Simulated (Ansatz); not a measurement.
CH₃BO₂Si at its PBE0-D4/def2-TZVP geometry, where that method's forces vanish. Charge 0, multiplicity 1. The bonds changed during the relaxation, so this is another structure than the one it started from.

```
atom   x (Å)   y (Å)   z (Å)
  O1   1.818   1.549   1.420
  C2   1.319   1.195   0.451
  B3   0.662   0.718  -0.750
 Si4  -0.621  -0.544  -0.362
  O5  -0.966  -1.055   1.152
  H6   0.933   1.106  -1.840
  H7  -1.494  -1.252  -1.334
  H8  -1.651  -1.716   1.264
```

Problem. For each bond, give half the difference of the two atoms' forces along it (eV/Å; positive pushes the atoms apart) under PBE-D4, r2SCAN-D4, B3LYP-D4, ωB97M-V in def2-TZVPP. (Estimate.)

Solution. Computed: 
| bond | length (Å) | PBE-D4 | r2SCAN-D4 | B3LYP-D4 | ωB97M-V |
| --- | --- | --- | --- | --- | --- |
| O1–C2 | 1.146 | 1.62 | 0.72 | 0.33 | -0.19 |
| C2–B3 | 1.449 | -0.84 | -0.42 | -0.14 | 0.33 |
| B3–Si4 | 1.841 | 0.01 | 0.09 | 0.06 | -0.20 |
| B3–H6 | 1.189 | 0.06 | -0.01 | -0.11 | -0.16 |
| Si4–O5 | 1.635 | 0.40 | 0.08 | 0.18 | 0.16 |
| Si4–H7 | 1.486 | -0.04 | -0.09 | -0.16 | -0.07 |
| O5–H8 | 0.958 | 0.32 | 0.01 | -0.02 | -0.07 |

B3LYP here is the variant with VWN-RPA as its local correlation; programs differ in this.
